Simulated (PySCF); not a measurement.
B3LYP has the VWN-RPA correlation part, as in Gaussian. Delta-SCF ions had no search for a lower state. Excitations are Tamm–Dancoff values on a coarser integration grid. The basis has no diffuse functions, so Rydberg states are missing or too high.

## C2H3NO, SMILES `COC#N` (charge 0, multiplicity 1)

The numbers are results of B3LYP-D3(BJ)/def2-TZVP (PySCF), not measurements.

```yaml
HOMO: -8.30 eV
dipole_moment: 4.64 D
LUMO: 0.11 eV
HOMO–LUMO gap: 8.41 eV
S1 excitation (TDA): 7.12 eV
S1 oscillator strength: 0.009
T1 excitation (TDA): 6.60 eV
S1–T1 gap (TDA): 0.52 eV
vertical ionisation energy (Delta-SCF): 11.13 eV
total_energy: -208.0366 Ha
cost: about 90 core-seconds (a rough figure)
```

Bond lengths (Å): C1–O2 1.457, C1–H5 1.089, C1–H6 1.085, C1–H7 1.089, O2–C3 1.286, C3–N4 1.156. Angles (°): O2–C1–H5 109.5, O2–C1–H6 105.2, O2–C1–H7 109.5, H5–C1–H6 110.9, H5–C1–H7 110.8, H6–C1–H7 110.9, C1–O2–C3 115.3, O2–C3–N4 178.2.
Charge 0, spin multiplicity 1.
